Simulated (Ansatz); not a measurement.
`[GaH2][SeH]` + `B[SiH](O)[SiH3]` → `O[SiH]([SiH3])[GaH2]` + `B[SeH]` at 500 K and 1 bar (redistribution).

Computed with Ansatz on PBE0-D4/def2-TZVP structures; ΔE is electronic, products minus reactants. CBS: MP2 limit from def2 TZ/QZ plus the TZ coupled-cluster correction, frozen cores. For Ga, Se outer-core shells are correlated without core-valence functions, which leaves a few kJ/mol of doubt a bond. Scalar relativity is left out up to krypton. One conformer a species, not always the lowest.

| species | CCSD(T)/CBS energy (Eh) | H − E (kJ/mol) | S (J/(mol·K)) |
| --- | --- | --- | --- |
| `[GaH2][SeH]` | -4326.46797 | 84.9 | 327.9 |
| `B[SiH](O)[SiH3]` | -682.33266 | 230.8 | 436.6 |
| `O[SiH]([SiH3])[GaH2]` | -2581.49785 | 217.9 | 476.3 |
| `B[SeH]` | -2427.30556 | 99.1 | 288.4 |

H − E and S are ideal-gas, rigid-rotor, harmonic terms from PBE0-D4/def2-TZVP, for one conformer and one mirror image of each species. 1 Eh = 2625.50 kJ/mol, R = 8.31446 J/(mol·K).

Task: By hand: ΔE, ΔH, ΔS and ΔG.

Result: ΔE = (-2581.49785) + (-2427.30556) − (-4326.46797) − (-682.33266) = -0.00278 Eh = -7.3 kJ/mol. Δ(H − E) = 217.9 + 99.1 − 84.9 − 230.8 = 1.3, so ΔH = -6.0 kJ/mol. ΔS = 476.3 + 288.4 − 327.9 − 436.6 = 0.2 J/(mol·K). ΔG = -6.0 − 500 × (0.2)/1000 = -6.1 kJ/mol.

Task: By hand: the equilibrium constant, and the temperature at which ΔG would vanish if ΔH and ΔS stayed fixed.

Result: log₁₀ K = −ΔG/(RT ln 10) = 0.6. ΔH and −TΔS have one sign here, so there is no such temperature. One of them is within its doubt of zero, so this could turn.

The number of gas molecules stays the same, so ΔS is small and ΔH decides. A doubt of 5 kJ/mol in ΔE shifts log₁₀ K by 0.5 here. Other conformers and mirror images would add mixing entropy, several J/(mol·K) or more a flexible species. These are equilibria of isolated gas molecules and say nothing of rates. Largest T1 diagnostic: 0.014 (customary marks: 0.02 for closed shells, 0.045 for open ones).
